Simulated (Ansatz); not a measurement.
Reading a saddle point

A first-order saddle point of SiNH5BrCl, closed shell, PBE0-D4/def2-TZVP, with one imaginary mode of 118i cm⁻¹:

| atom | x (Å) | y (Å) | z (Å) |
| --- | --- | --- | --- |
| Si1 | -0.6788 | 0.4391 | -0.4475 |
| Br2 | 1.6650 | -0.8738 | -1.6780 |
| H3 | -1.2196 | -0.4614 | -1.4685 |
| H4 | -1.8098 | 0.8508 | 0.4328 |
| Cl5 | 0.1674 | 2.2173 | -0.9323 |
| H6 | 1.0975 | -0.8481 | 0.2882 |
| N7 | 0.3122 | -0.4224 | 0.8775 |
| H8 | -0.2191 | -1.1372 | 1.3697 |
| H9 | 0.6852 | 0.2358 | 1.5581 |

Ansatz 0.2.0; basis: def2-TZVPP and def2-QZVPP; cores frozen in the correlated methods. Filled d shells of the heavier atoms are correlated. The def2 sets are not built for correlating such inner shells, so the correlated values are less sure here. Extrapolation: Hartree–Fock as exp(−7.88 √X), correlation as X^−2.97.

Task: Which contacts change along the imaginary mode, and what lies on either side? (A judgement: the text doesn't fix the answer.)

Result: By the calculation: The step is SiH₂BrCl ([Cl][SiH2][Br]) + NH₃ → SiNH₄Cl ([NH2][SiH2][Cl]) + HBr, with the molecules in contact on both sides. Shortening one way: Si1–N7, Br2–H6; lengthening the same way: Si1–Br2, H6–N7.
```json
{"pair": "Si1–N7", "one side (Å)": "2.37", "saddle (Å)": "1.87", "other side (Å)": "1.73"}
{"pair": "Br2–H6", "one side (Å)": "3.12", "saddle (Å)": "2.05", "other side (Å)": "1.47"}
{"pair": "Si1–Br2", "one side (Å)": "2.24", "saddle (Å)": "2.95", "other side (Å)": "4.25"}
{"pair": "H6–N7", "one side (Å)": "1.01", "saddle (Å)": "1.07", "other side (Å)": "1.83"}
```

Task: Which side is lower, and how far does the saddle lie above each? (An estimate is asked for; the value comes from the calculation.)

Result: By the calculation: The side with Si1–Br2, H6–N7 short is lower by 41.5 kJ/mol; the saddle lies 72.3 kJ/mol above it and 30.9 kJ/mol above the other (CCSD(T) at an estimated basis limit (MP2 extrapolated from triple and quadruple zeta, plus CCSD(T) − MP2 in triple zeta); electronic energies).

T1 diagnostic: at most 0.009.

The step is the kind of exchange with an N–H group that builds nitride films in atomic layer and chemical vapour deposition.

Labels in which every atom is bracketed show which atoms are joined, not bond orders.

For scale, one of the runs: CCSD(T)/def2-TZVPP, 233 basis functions, launched by `ansatz run in.yaml --threads 8 --pin off --events-out ev --progress --plain --max-ram 19148MiB`. Hardware: 8 CPU threads of an Intel Xeon 6975P-C, shared host. Wall time 19 s; peak host memory 4.4 GiB.
